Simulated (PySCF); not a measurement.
C₂H₈BN.
Numbering: `[CH3:1][CH2:2][BH:3][NH2:4]` (hydrogens: H5, H6, H7 on C1; H8, H9 on C2; H10 on B3; H11, H12 on N4)

Computed with PySCF, PBE0-D3(BJ)/def2-SVP geometry optimisation, gas phase.

Q: Give the optimised bond lengths and angles.

A: 
| bond | length (pm) |
| --- | --- |
| C1–C2 | 152.9 |
| C2–B3 | 157.8 |
| B3–N4 | 139.3 |
| C1–H5, C1–H6, C1–H7 | 110.2 |
| C2–H8, C2–H9 | 110.6 |
| B3–H10 | 121.6 |
| N4–H11, N4–H12 | 101.2 |

Bonds in one row agree within 1 pm and their mean is given. A selection of angles:
| angle | degrees |
| --- | --- |
| C2–C1–H5 | 111.2 |
| H5–C1–H6 | 107.4 |
| C1–C2–B3 | 113.4 |
| C1–C2–H8 | 108.8 |
| B3–C2–H8 | 106.8 |
| B3–C2–H9 | 111.5 |
| H8–C2–H9 | 105.7 |
| C2–B3–N4 | 122.6 |
| C2–B3–H10 | 120.3 |
| N4–B3–H10 | 117.1 |
| B3–N4–H11 | 123.3 |
| H11–N4–H12 | 113.7 |

Torsions: C1–C2–B3–N4 127° (anticlinal). The mirror-image conformer, all signs reversed, is as good.

B3 (three-coordinate boron) is planar (angles 122.6°, 120.3° and 117.1°, sum 360.0°, 0.00 Å off the plane of its three neighbours). N4 (boron-bound nitrogen) is planar (angles 123.3°, 123.0° and 113.7°, sum 360.0°, 0.00 Å off the plane of its three neighbours).

Point group: C1 (no symmetry element, even within 0.4 Å). No frequency check. The numbers are those of one conformer.
